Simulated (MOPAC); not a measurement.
MOPAC input (AM1):

```
AM1 PRECISE GNORM=0.05 LET XYZ UHF MS=0.5 GEO-OK AUX(PRECISION=9) THREADS=1
C4H2FO

F     1.99715300 1    0.07033100 1    0.09770500 1
C     0.69813700 1   -0.11028500 1    0.05173700 1
C    -0.09730500 1   -1.18616400 1    0.14943200 1
C    -1.44602100 1   -0.74846900 1    0.02019600 1
C    -1.35752100 1    0.59471600 1   -0.15017800 1
O    -0.04127100 1    1.00388900 1   -0.13308500 1
H    -2.34541300 1   -1.33820300 1    0.04895000 1
H    -2.08254400 1    1.37532800 1   -0.29074400 1
```

Output:

```
 *******************************************************************************
 **                                                                           **
 **                              MOPAC v23.2.5                                **
 **                                                                           **
 *******************************************************************************
 ** MOPAC's Digital Object Identifier: https://doi.org/10.5281/zenodo.6511958 **
 **                                                                           **
 ** Please cite the open-source release paper for use of this MOPAC version:  **
 ** J. E. Moussa and J. J. P. Stewart (2026)                                  **
 ** MOPAC: An open-source semiempirical molecular orbital program             **
 ** J. Open Source Softw., 11(119), 8025, https://doi.org/10.21105/joss.08025 **
 *******************************************************************************

                              AM1 CALCULATION RESULTS

 *******************************************************************************
 *  AM1        - The AM1 Hamiltonian to be used
 *  GEO-OK     - OVERRIDE INTERATOMIC DISTANCE AND OTHER SAFETY CHECKS
 *  UHF        - UNRESTRICTED HARTREE-FOCK CALCULATION
 *  MS=        - IN MECI, MAGNETIC COMPONENT OF SPIN =  0.5
 *  LET        - OVERRIDE SOME SAFETY CHECKS
 *  PRECISE    - TIGHTER CRITERIA TO BE USED
 *  XYZ        - CARTESIAN COORDINATE SYSTEM TO BE USED
 *  GNORM      - EXIT WHEN GRADIENT NORM DROPS BELOW 0.050
 *  AUX        - OUTPUT AUXILIARY INFORMATION
 *******************************************************************************
AM1 PRECISE GNORM=0.05 LET XYZ UHF MS=0.5 GEO-OK AUX(PRECISION=9) THREADS=1
 C4H2FO

   ATOM   CHEMICAL          X               Y               Z
  NUMBER   SYMBOL      (ANGSTROMS)     (ANGSTROMS)     (ANGSTROMS)

     1       F          1.99715300  *   0.07033100  *   0.09770500  *
     2       C          0.69813700  *  -0.11028500  *   0.05173700  *
     3       C         -0.09730500  *  -1.18616400  *   0.14943200  *
     4       C         -1.44602100  *  -0.74846900  *   0.02019600  *
     5       C         -1.35752100  *   0.59471600  *  -0.15017800  *
     6       O         -0.04127100  *   1.00388900  *  -0.13308500  *
     7       H         -2.34541300  *  -1.33820300  *   0.04895000  *
     8       H         -2.08254400  *   1.37532800  *  -0.29074400  *

          CARTESIAN COORDINATES

    NO.       ATOM           X           Y           Z

     1         F          1.9972      0.0703      0.0977
     2         C          0.6981     -0.1103      0.0517
     3         C         -0.0973     -1.1862      0.1494
     4         C         -1.4460     -0.7485      0.0202
     5         C         -1.3575      0.5947     -0.1502
     6         O         -0.0413      1.0039     -0.1331
     7         H         -2.3454     -1.3382      0.0490
     8         H         -2.0825      1.3753     -0.2907

  H: (AM1): M.J.S. DEWAR ET AL, J. AM. CHEM. SOC. 107 3902-3909 (1985)
  C: (AM1): M.J.S. DEWAR ET AL, J. AM. CHEM. SOC. 107 3902-3909 (1985)
  O: (AM1): M.J.S. DEWAR ET AL, J. AM. CHEM. SOC. 107 3902-3909 (1985)
  F: (AM1): M.J.S. DEWAR AND E. G. ZOEBISCH, THEOCHEM, 180, 1 (1988).

           Empirical Formula: C4 H2 O F  =     8 atoms

      MOLECULAR POINT GROUP   :   Cs

          UHF CALCULATION, NO. OF ALPHA ELECTRONS =   16
                           NO. OF BETA  ELECTRONS =   15

          Geometry optimization using EF

          DIAGONAL MATRIX USED AS START HESSIAN

 CYCLE:     1  GRAD.:   275.647 HEAT:  60.00098
 CYCLE:     2  GRAD.:   300.509 HEAT:  55.57278
 CYCLE:     3  GRAD.:   248.957 HEAT:  61.29428
 CYCLE:     4  GRAD.:   246.723 HEAT:  52.17871
 CYCLE:     5  GRAD.:   226.055 HEAT:  57.58895
 CYCLE:     6  GRAD.:   171.093 HEAT:  52.57915
 CYCLE:     7  GRAD.:   226.285 HEAT:  56.77841
 CYCLE:     8  GRAD.:   294.744 HEAT:  59.59620
 CYCLE:     9  GRAD.:   202.828 HEAT:  54.08698
 CYCLE:    10  GRAD.:   214.028 HEAT:  52.27468
 CYCLE:    11  GRAD.:   178.552 HEAT:  50.08303
 CYCLE:    12  GRAD.:   349.035 HEAT:  63.88569
 CYCLE:    13  GRAD.:   189.421 HEAT:  42.65470
 CYCLE:    14  GRAD.:   198.413 HEAT:  37.92413
 CYCLE:    15  GRAD.:   275.275 HEAT:  48.05893
 CYCLE:    16  GRAD.:    75.310 HEAT:  23.77740
 CYCLE:    17  GRAD.:    34.251 HEAT:  23.22738
 CYCLE:    18  GRAD.:    47.733 HEAT:  23.15139
 CYCLE:    19  GRAD.:    27.485 HEAT:  22.88748
 CYCLE:    20  GRAD.:     9.773 HEAT:  22.63297
 CYCLE:    21  GRAD.:     6.963 HEAT:  22.60886
 CYCLE:    22  GRAD.:     1.750 HEAT:  22.59874
 CYCLE:    23  GRAD.:     1.716 HEAT:  22.59774
 CYCLE:    24  GRAD.:     0.429 HEAT:  22.59648
 CYCLE:    25  GRAD.:     0.271 HEAT:  22.59625
 CYCLE:    26  GRAD.:     0.255 HEAT:  22.59604
 CYCLE:    27  GRAD.:     0.231 HEAT:  22.59599
 CYCLE:    28  GRAD.:     0.057 HEAT:  22.59597
 CYCLE:    29  GRAD.:     0.035 HEAT:  22.59597

     GRADIENT =  0.03538 IS LESS THAN CUTOFF =  0.05000

 -------------------------------------------------------------------------------
 AM1 PRECISE GNORM=0.05 LET XYZ UHF MS=0.5 GEO-OK AUX(PRECISION=9) THREADS=1
 C4H2FO

     GEOMETRY OPTIMISED USING EIGENVECTOR FOLLOWING (EF).
     SCF FIELD WAS ACHIEVED

                              AM1 CALCULATION
                                                       MOPAC v23.2.5 Linux

          FINAL HEAT OF FORMATION =         22.59597 KCAL/MOL =      94.54153 KJ/MOL

          COSMO AREA              =        108.76 SQUARE ANGSTROMS
          COSMO VOLUME            =         94.62 CUBIC ANGSTROMS

          GRADIENT NORM           =          0.03538          =       0.01251 PER ATOM
          IONIZATION POTENTIAL    =          9.673429 EV
          ALPHA SOMO LUMO (EV)    =         -9.830  0.238
          BETA  SOMO LUMO (EV)    =         -9.673 -0.666
          NO. OF ALPHA ELECTRONS  =         16
          NO. OF BETA  ELECTRONS  =         15
          MOLECULAR WEIGHT        =         85.0576         POINT GROUP:  Cs

          MOLECULAR DIMENSIONS (Angstroms)

            Atom       Atom       Distance
            H     7    F     1     4.64195
            H     8    C     3     3.14546
            O     6    C     3     0.00035

          SCF CALCULATIONS        =         30

   ATOM   CHEMICAL          X               Y               Z
  NUMBER   SYMBOL      (ANGSTROMS)     (ANGSTROMS)     (ANGSTROMS)

     1       F          2.02485080  *   0.10184970  *   0.09860333  *
     2       C          0.73517940  *  -0.14503530  *   0.06000633  *
     3       C         -0.13504828  *  -1.21284804  *   0.15257512  *
     4       C         -1.47356570  *  -0.77183971  *   0.02049109  *
     5       C         -1.36995966  *   0.61212337  *  -0.15613561  *
     6       O         -0.02878281  *   1.02686197  *  -0.13657777  *
     7       H         -2.37513565  *  -1.37648071  *   0.05037843  *
     8       H         -2.08238453  *   1.41789698  *  -0.30200589  *

                             CARTESIAN COORDINATES

   1    F        2.024850799     0.101849696     0.098603329
   2    C        0.735179397    -0.145035305     0.060006333
   3    C       -0.135048279    -1.212848042     0.152575124
   4    C       -1.473565704    -0.771839708     0.020491089
   5    C       -1.369959661     0.612123375    -0.156135608
   6    O       -0.028782805     1.026861974    -0.136577772
   7    H       -2.375135649    -1.376480707     0.050378426
   8    H       -2.082384527     1.417896984    -0.302005889

           Empirical Formula: C4 H2 O F  =     8 atoms

      MOLECULAR POINT GROUP   :   Cs

          ALPHA EIGENVALUES
 -50.79925 -41.84990 -33.87821 -29.32356 -23.04484 -22.29527 -19.13712 -17.57739
 -16.67573 -16.41732 -15.24839 -14.70105 -13.76233 -12.03316 -11.74112  -9.83036
   0.23793   1.05936   1.73250   2.67176   3.31243   3.41478   4.24268   4.62649
   4.90471   5.37996

           BETA EIGENVALUES
 -51.03725 -41.60458 -33.44911 -29.01054 -22.97966 -21.65525 -18.87921 -17.91280
 -16.39967 -16.05833 -15.33440 -14.70669 -13.58430 -11.31975  -9.67343  -0.66622
   0.29776   1.57098   1.83962   2.72870   3.56506   3.73678   4.41695   4.64815
   4.99375   5.46869

              NET ATOMIC CHARGES AND DIPOLE CONTRIBUTIONS

  ATOM NO.   TYPE          CHARGE      No. of ELECS.   s-Pop       p-Pop
    1          F          -0.030765        7.0308     1.90470     5.12607
    2          C           0.078160        3.9218     1.19795     2.72389
    3          C          -0.049492        4.0495     1.32117     2.72833
    4          C          -0.166905        4.1669     1.22425     2.94266
    5          C          -0.085842        4.0858     1.26312     2.82272
    6          O          -0.129611        6.1296     1.87857     4.25104
    7          H           0.182998        0.8170     0.81700
    8          H           0.201457        0.7985     0.79854
 DIPOLE           X         Y         Z       TOTAL
 POINT-CHG.    -2.330     0.108    -0.143     2.337
 HYBRID         0.252    -0.064     0.022     0.261
 SUM           -2.078     0.044    -0.121     2.082

          ATOMIC ORBITAL ELECTRON POPULATIONS

     Atom    s        px        py        pz
    1  F   1.90470   1.27822   1.92401   1.92384
    2  C   1.19795   0.76935   0.84606   1.10848
    3  C   1.32117   0.87794   0.80026   1.05013
    4  C   1.22425   0.96243   0.91690   1.06333
    5  C   1.26312   0.82629   0.94445   1.05198
    6  O   1.87857   1.18118   1.29501   1.77485
    7  H   0.81700
    8  H   0.79854

                    (SZ)    =    0.500000
                    (S**2)  =    1.193544

          ATOMIC ORBITAL SPIN POPULATIONS

    Atom   Total    s     px     py     pz
         Atomic
    1  F -0.0430 -0.002  0.016 -0.005 -0.052
    2  C -0.5320 -0.028 -0.013 -0.045 -0.446
    3  C  1.4329  0.225  0.128  0.632  0.448
    4  C -0.4322 -0.021 -0.028 -0.046 -0.337
    5  C  0.5100  0.040  0.015  0.058  0.397
    6  O  0.0641 -0.001 -0.008  0.067  0.005
    7  H  0.0220  0.022
    8  H -0.0218 -0.022

 **********************
 *                    *
 * JOB ENDED NORMALLY *
 *                    *
 **********************

 == MOPAC DONE ==
```

The geometry given is a B3LYP-D3(BJ)/def2-TZVP minimum.

The determinant is spin-contaminated: <S^2> is 1.19 against 0.75 for a pure state.
